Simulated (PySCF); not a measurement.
H₂F₂GeO₂ (SMILES [OH][Ge]([OH])([F])[F]), singlet, geometry from GFN2-xTB; PySCF with PBE/def2-SVP, polarisability.

Input for PySCF:
```python
from pyscf import gto, scf, dft
from pyscf.prop import polarizability

mol = gto.Mole()
mol.atom = '''
    O    -0.64110528    1.54626455   -0.32087169
    Ge    0.02283961    0.03832320   -0.00084131
    O     1.67088696    0.18163381    0.28293923
    F    -0.29269606   -1.06194969   -1.27930474
    F    -0.76968533   -0.72064860    1.31843804
    H    -1.58082964    1.60479990   -0.50111149
    H     2.17314113   -0.61094453    0.47929343
'''
mol.basis = 'def2-svp'
mol.verbose = 4
mol.build()

mf = dft.RKS(mol)
mf.xc = 'pbe'
mf.kernel()
alpha = mf.Polarizability().polarizability()[2, 2]
print('alpha_zz =', alpha)
```

What the program printed (banner, timings and long lists left out):

```
site-packages/pyscf/prop/efg/rhf.py:45: UserWarning: Module EFG is under testing
  warnings.warn('Module EFG is under testing')
site-packages/pyscf/prop/efg/dhf.py:30: UserWarning: Module EFG is under testing
  warnings.warn('Module EFG is under testing')
site-packages/pyscf/prop/zfs/uhf.py:40: UserWarning: Module ZFS is under testing
  warnings.warn('Module ZFS is under testing')
site-packages/pyscf/prop/gtensor/uhf.py:43: UserWarning: Module g-tensor is under testing
  warnings.warn('Module g-tensor is under testing')
site-packages/pyscf/prop/gtensor/uks.py:41: UserWarning: Module g-tensor is under testing
  warnings.warn('Module g-tensor is under testing')
site-packages/pyscf/prop/hfc/uks.py:35: UserWarning: Module HFC is under testing
  warnings.warn('Module HFC is under testing')
site-packages/pyscf/prop/magnetizability/rhf.py:39: UserWarning: Module magnetizability is under testing
  warnings.warn('Module magnetizability is under testing')
site-packages/pyscf/prop/magnetizability/uhf.py:37: UserWarning: Module magnetizability is under testing
  warnings.warn('Module magnetizability is under testing')
site-packages/pyscf/prop/magnetizability/rks.py:37: UserWarning: Module magnetizability is under testing
  warnings.warn('Module magnetizability is under testing')
site-packages/pyscf/prop/magnetizability/uks.py:39: UserWarning: Module magnetizability is under testing
  warnings.warn('Module magnetizability is under testing')
site-packages/pyscf/prop/polarizability/uhf.py:34: UserWarning: Module polarizability is under testing
  warnings.warn('Module polarizability is under testing')
site-packages/pyscf/prop/polarizability/rks.py:29: UserWarning: Module polarizability is under testing
  warnings.warn('Module polarizability is under testing')
site-packages/pyscf/prop/polarizability/uks.py:29: UserWarning: Module polarizability is under testing
  warnings.warn('Module polarizability is under testing')
PySCF version 2.14.0

[INPUT] verbose = 4
[INPUT] num. atoms = 7
[INPUT] num. electrons = 68
[INPUT] charge = 0
[INPUT] spin (= nelec alpha-beta = 2S) = 0
[INPUT] symmetry False subgroup None
[INPUT] Mole.unit = angstrom
[INPUT] Symbol           X                Y                Z      unit          X                Y                Z       unit  Magmom
[...]
nuclear repulsion = 454.118958963909
number of shells = 42
number of NR pGTOs = 184
number of NR cGTOs = 98
basis = def2-svp
ecp = {}

******** <class 'pyscf.dft.rks.RKS'> ********
method = RKS
initial guess = minao
damping factor = 0
level_shift factor = 0
DIIS = <class 'pyscf.scf.diis.CDIIS'>
diis_start_cycle = 1
diis_space = 8
diis_damp = 0
SCF conv_tol = 1e-09
SCF conv_tol_grad = None
SCF max_cycles = 50
direct_scf = True
direct_scf_tol = 1e-13
XC library pyscf.dft.libxc version 7.1.2
    S. Lehtola, C. Steigemann, M. J. T. Oliveira, and M. A. L. Marques,  SoftwareX 7, 1–5 (2018)
XC functionals = pbe
    J. P. Perdew, K. Burke, and M. Ernzerhof,  Phys. Rev. Lett. 77, 3865 (1996)
    J. P. Perdew, K. Burke, and M. Ernzerhof,  Phys. Rev. Lett. 78, 1396 (1997)
    J. P. Perdew, K. Burke, and M. Ernzerhof,  Phys. Rev. Lett. 77, 3865 (1996)
    J. P. Perdew, K. Burke, and M. Ernzerhof,  Phys. Rev. Lett. 78, 1396 (1997)
radial grids:
    Treutler-Ahlrichs [JCP 102, 346 (1995); DOI:10.1063/1.469408] (M4) radial grids

becke partition: Becke, JCP 88, 2547 (1988); DOI:10.1063/1.454033
pruning grids: <function nwchem_prune>
grids dens level: 3
symmetrized grids: False
atomic radii adjust function: <function treutler_atomic_radii_adjust>
small_rho_cutoff = 0
Set gradient conv threshold to 3.16228e-05
Initial guess from minao.
tot grids = 96944
init E= -2427.16270506539
[...]
cycle= 1 E= -2426.90141553086  delta_E= 0.261  |g|= 1.47  |ddm|= 3.07
[...]
cycle= 2 E= -2425.88697355217  delta_E= 1.01  |g|=  2.8  |ddm|= 3.16
[...]
cycle= 3 E= -2427.25334698614  delta_E= -1.37  |g|= 0.169  |ddm|= 2.26
[...]
cycle= 4 E= -2427.25387328694  delta_E= -0.000526  |g|= 0.181  |ddm|= 0.277
[...]
cycle= 5 E= -2427.25957685747  delta_E= -0.0057  |g|= 0.0196  |ddm|= 0.125
[...]
cycle= 6 E= -2427.25966440367  delta_E= -8.75e-05  |g|= 0.00405  |ddm|= 0.0266
[...]
cycle= 7 E= -2427.25966762485  delta_E= -3.22e-06  |g|= 0.00112  |ddm|= 0.00329
[...]
cycle= 8 E= -2427.25966775492  delta_E= -1.3e-07  |g|= 0.00018  |ddm|= 0.000791
[...]
cycle= 9 E= -2427.2596677603  delta_E= -5.38e-09  |g|= 1.65e-05  |ddm|= 0.000139
[...]
cycle= 10 E= -2427.25966776036  delta_E= -6e-11  |g|= 2.6e-06  |ddm|= 1.76e-05
[...]
Extra cycle  E= -2427.25966776035  delta_E= 4.55e-12  |g|= 2.92e-06  |ddm|= 4.26e-06
converged SCF energy = -2427.25966776035
Isotropic polarizability 26.7242758757
Polarizability anisotropy 4.8308635021
alpha_zz = 23.79384839042205
```
